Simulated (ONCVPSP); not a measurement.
# H (Z = 1) ONCV: all-electron and pseudo phase curves

* Element: hydrogen (H)
* Generator: ONCVPSP 4.0.1
* Type: optimised norm-conserving Vanderbilt (ONCV)
* Functional: PBE
* Relativity: scalar-relativistic
* Frozen core: none
* Valence charge: 1
* Reference configuration: 1s1
* Partial waves: 1s: rc 1.10 bohr, ncon 4, nbas 7, qcut 4.9 1/bohr, 1 projector; p scattering state at 0.08 Ha: rc 0.95 bohr, ncon 4, nbas 7, qcut 7.4 1/bohr, 2 projectors, debl 1.1 Ha
* Local potential: polynomial inside 0.80 bohr (lpopt 3, dvloc0 0 Ha)
* Core correction: none

The phase is arctan(r·R′/R) of the radial function R(r), unwrapped; energies in Ha, scanned from -2 to 5 Ha. A pole is an energy at which the radial function vanishes at the test radius. The pseudo phase is shifted by a multiple of π to meet the all-electron one at the reference energy, and phase errors are pseudo minus all-electron; the curves can meet again beyond the range given. Levels narrower than the energy grid can be missing from the lists of poles.

```tsv
channel	radius (bohr)	reference energy (Ha)	poles, all-electron	poles, pseudo	unbroken range about the reference energy with phases within 0.05 rad	phase error 1 Ha above the reference energy (rad)
s	1.12	-0.24	1.92	1.96	below 4.0	+0.002
p	0.96	0.08	none	none	the whole range	-0.000
```

Phases in the s channel:

```tsv
E (Ha)	all-electron	pseudo
-1.98	0.613	0.615
-1.80	0.521	0.523
-1.62	0.411	0.414
-1.44	0.281	0.284
-1.26	0.131	0.133
-1.08	-0.038	-0.036
-0.90	-0.219	-0.217
-0.72	-0.401	-0.400
-0.54	-0.574	-0.574
-0.36	-0.730	-0.730
-0.18	-0.867	-0.867
0.00	-0.983	-0.983
0.18	-1.081	-1.081
0.36	-1.165	-1.164
0.54	-1.236	-1.235
0.72	-1.298	-1.296
0.90	-1.352	-1.349
1.08	-1.399	-1.396
1.26	-1.442	-1.438
1.44	-1.481	-1.477
1.62	-1.517	-1.512
1.80	-1.550	-1.544
1.98	-1.582	-1.575
2.16	-1.613	-1.604
2.34	-1.643	-1.633
2.52	-1.672	-1.661
2.70	-1.702	-1.688
2.88	-1.733	-1.716
3.06	-1.764	-1.745
3.24	-1.797	-1.774
3.42	-1.833	-1.805
3.60	-1.871	-1.838
3.78	-1.913	-1.873
3.96	-1.961	-1.912
4.14	-2.014	-1.955
4.32	-2.077	-2.003
4.50	-2.150	-2.058
4.68	-2.237	-2.121
4.86	-2.341	-2.195
```
